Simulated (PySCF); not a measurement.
Nd⁴⁶⁺ (neodymium, charge +46): Hartree-Fock from Schrödinger to Dirac-Coulomb-Breit

Occupied: 1s1/2, 2s1/2, 2p1/2, 2p3/2, 3s1/2, 3p1/2. Hartree-Fock calculated with PySCF 2.14 in an even-tempered Gaussian basis (20 s from 4.9 bohr⁻², ratio 2.3; 16 p from 5.9 bohr⁻², ratio 2.3), Gaussian nucleus throughout. NR is non-relativistic, sf-X2C the spin-free one-electron X2C Hamiltonian, X2C adds the bare one-electron spin-orbit term, X2C-SNSO screens it by Boettger's factors, DC is four-component Dirac-Coulomb, and the Gaunt and Breit terms are added at first order (total energies over the DC spinors, levels after relaxing the spinors in that mean field). QED terms are absent. Levels marked empty are virtual spinors of this ion; the basis has s and p functions only, so 3d, which can lie below the n = 4 levels, is absent.

```json
{"level (eV)": "1s1/2", "X2C": "-46877.1", "X2C-SNSO": "-46877.8"}
{"level (eV)": "2s1/2", "X2C": "-10132.0", "X2C-SNSO": "-10132.3"}
{"level (eV)": "2p1/2", "X2C": "-9783.4", "X2C-SNSO": "-9769.1"}
{"level (eV)": "2p3/2", "X2C": "-9213.0", "X2C-SNSO": "-9218.6"}
{"level (eV)": "3s1/2", "X2C": "-4016.3", "X2C-SNSO": "-4016.4"}
{"level (eV)": "3p1/2", "X2C": "-3897.8", "X2C-SNSO": "-3894.3"}
{"level (eV)": "3p3/2 (empty)", "X2C": "-3662.1", "X2C-SNSO": "-3663.6"}
{"level (eV)": "4s1/2 (empty)", "X2C": "-2080.6", "X2C-SNSO": "-2080.6"}
```

**Question.** Where do the four-component calculations put these levels?

**Answer.** 1s1/2: DC -46920.3, DC+Gaunt -46796.9, DC+Breit -46805.3; 2s1/2: DC -10137.7, DC+Gaunt -10125.0, DC+Breit -10125.9; 2p1/2: DC -9771.7, DC+Gaunt -9749.9, DC+Breit -9752.2; 2p3/2: DC -9222.7, DC+Gaunt -9207.7, DC+Breit -9210.0; 3s1/2: DC -4017.7, DC+Gaunt -4014.6, DC+Breit -4014.9; 3p1/2: DC -3894.9, DC+Gaunt -3889.4, DC+Breit -3890.2; 3p3/2 (empty): DC -3664.4, DC+Gaunt -3660.8, DC+Breit -3661.5; 4s1/2 (empty): DC -2081.1, DC+Gaunt -2079.9, DC+Breit -2080.1 (eV).

```json
{"Hamiltonian": "X2C", "E (hartree)": "-7592.6782", "E − E(DC) (hartree)": "2.1083", "CPU seconds": "0.29"}
{"Hamiltonian": "X2C-SNSO", "E (hartree)": "-7592.1250", "E − E(DC) (hartree)": "2.6615", "CPU seconds": "0.26"}
{"Hamiltonian": "DC", "E (hartree)": "-7594.7865", "E − E(DC) (hartree)": "0.0000", "CPU seconds": "13"}
{"Hamiltonian": "DC+Gaunt", "E (hartree)": "-7586.9769", "E − E(DC) (hartree)": "7.8096", "CPU seconds": "24"}
{"Hamiltonian": "DC+Breit", "E (hartree)": "-7587.6876", "E − E(DC) (hartree)": "7.0989", "CPU seconds": "70"}
```

Weight of the small component: 1s1/2 0.0496, 2s1/2 0.0112, 2p1/2 0.0111, 2p3/2 0.0104, 3s1/2 0.00422, 3p1/2 0.00416, 3p3/2 0.00395, 4s1/2 0.00210.

Koopmans' value for the highest occupied level at DC+Breit: 3890.2 eV, against an ionisation energy of 3891 ± 4 eV (theoretical estimate listed by NIST; NIST Atomic Spectra Database, ionization energies); the former lacks relaxation, correlation, QED and recoil.

The whole ladder took 110 s of wall time on 1 thread of Intel(R) Xeon(R) 6975P-C (shared host), launched as `OMP_NUM_THREADS=1 python relrun2.py TASK.json OUT` (a driver that calls PySCF for each Hamiltonian).
